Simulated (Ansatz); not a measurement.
# Energy profile

The step: InH₂ClO₂ ([OH][In]([OH])[Cl]) → InClO + H₂O (still joined by a long In–O bond); bonds formed: O2–H4; bonds broken: O3–H4; bonds weakened to dative contacts: In1–O2 (atoms numbered as in the saddle structure below).

| atom | x (Å) | y (Å) | z (Å) |
| --- | --- | --- | --- |
| In1 | -0.7700 | 0.5814 | 0.4947 |
| O2 | 1.0258 | -0.5396 | -0.2499 |
| O3 | -1.2664 | -1.1767 | 0.0246 |
| H4 | 0.0886 | -1.1645 | -0.3015 |
| Cl5 | -0.5421 | 2.7443 | 1.1316 |
| H6 | 1.4642 | -0.4449 | -1.0994 |

Electronic energies by CCSD(T) at an estimated basis limit (MP2 extrapolated from triple and quadruple zeta, plus CCSD(T) − MP2 in triple zeta), on PBE0-D4/def2-TZVP structures; InH$_{2}$ClO$_{2}$, closed shell; no counterpoise correction. Computed with Ansatz 0.2.0 (basis: def2-TZVPP and def2-QZVPP); correlated methods freeze the cores. Filled d shells of the heavier atoms are correlated. Core potentials replace the inner electrons of the atoms past krypton. The def2 sets are not built for correlating such inner shells, so the correlated values are less sure here. Extrapolation: Hartree–Fock as exp(−7.88 √X), correlation as X^−2.97.

**Question.** Give the profile in kcal/mol, counted from the start structure. (Judge from chemistry; the value comes from the calculation.)

**Answer.** By the calculation:
| point | kcal/mol |
| --- | --- |
| start structure | 0.00 |
| saddle | 42.87 |
| end structure | 39.51 |
| separated: InClO (linked as [O][In][Cl]; In1, O3, Cl5; singlet) + H$_{2}$O (O2, H4, H6; singlet) | 54.50 |

T1 diagnostic: at most 0.027. The T1 diagnostic is large here, which may signal multireference character or strong orbital relaxation, so CCSD(T) is less sure. The restricted Hartree–Fock reference is unstable towards an unrestricted one at one or more of these structures.

For scale, one of the runs: CCSD(T)/def2-TZVPP, 182 basis functions, launched by `ansatz run in.yaml --threads 4 --pin off --events-out ev --progress --plain --max-ram 9574MiB`. Hardware: 4 CPU threads of an Arm Neoverse V1, shared host. Wall time 60 s; peak host memory 2 GiB.
